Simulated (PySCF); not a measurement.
Gas-phase equilibrium of 1 mol H2O, 0.46 mol O2 at 600 K and 1.01 bar, among 9 species (O2, O, HO2, H2O, H, H2O2, O3, H2, OH). Only gases are allowed; each row takes one source of thermochemistry for all species, and Cantera finds the minimum.

Method: PySCF energies (xtb for GFN2) plus ideal-gas RRHO corrections (1 bar). Table values come from the NASA 1993 polynomials. After a fit of one offset per element over all species, the range-separated, M06-2X, PBE0/def2-QZVP and CCSD(T)/def2-TZVPP enthalpies, where run, lie to one side of the table for O3 (+19 kJ/mol): a fault of the table's entry, another state or a shared error of the levels is possible; this was not checked at source. S°(298 K) at PBE0/def2-TZVP differs from the NASA 1993 table for H2O2 (-8 J/mol/K); whether the harmonic model or the table's entry is off was not settled. † marks an energy on the PBE0/def2-TZVP geometry and frequencies; other levels use their own. CCSD(T) freezes the core. Open shells (unrestricted) among the columns below: O2 (multiplicity 3); the rest are closed-shell singlets. GFN2 has no spin-polarisation term. No R ln 2 is added for the mirror-image form of H2O2. CCSD(T) isn't extrapolated to the basis-set limit. The harmonic model lacks anharmonicity and excited electronic states, which grow with temperature; levels with a mode under 35 cm⁻¹ are left out. Strong static correlation: O3. Internal rotation in H2O2 is treated as a harmonic vibration of one conformer, which makes the entropy rough. Warning, large T1 diagnostic: O3 (CCSD(T)/def2-TZVPP†). Warning, point group unlike the PBE0 one: H2O2 (GFN2-xTB).

Molecules larger than those listed are left out.

With table thermochemistry: H2O 0.68, O2 0.32, O3 <1e-12, H2O2 <1e-12.

### Question
How far does the composition move with the other sources (CCSD(T)/def2-TZVPP†, GFN2-xTB, PBE/def2-SVP, PBE/def2-TZVP†, r2SCAN/def2-TZVP†, LDA/def2-TZVP†)?

### Answer
| thermochemistry | x H2O | x O2 | x O3 | x H2O2 |
|---|---|---|---|---|
| table | 0.68 | 0.32 | <1e-12 | <1e-12 |
| CCSD(T)/def2-TZVPP† | 0.68 | 0.32 | <1e-12 | <1e-12 |
| GFN2-xTB | 0.67 | 1.6e-9 | 0.20 | 0.13 |
| PBE/def2-SVP | 0.68 | 0.32 | <1e-12 | <1e-12 |
| PBE/def2-TZVP† | 0.68 | 0.32 | <1e-12 | <1e-12 |
| r2SCAN/def2-TZVP† | 0.68 | 0.32 | <1e-12 | <1e-12 |
| LDA/def2-TZVP† | 0.68 | 0.32 | <1e-12 | 1.2e-11 |
The most sensitive of these is O3: it spans a factor of 10^11.3 over these rows; at this temperature one factor of ten is RT ln 10 = 11 kJ/mol.
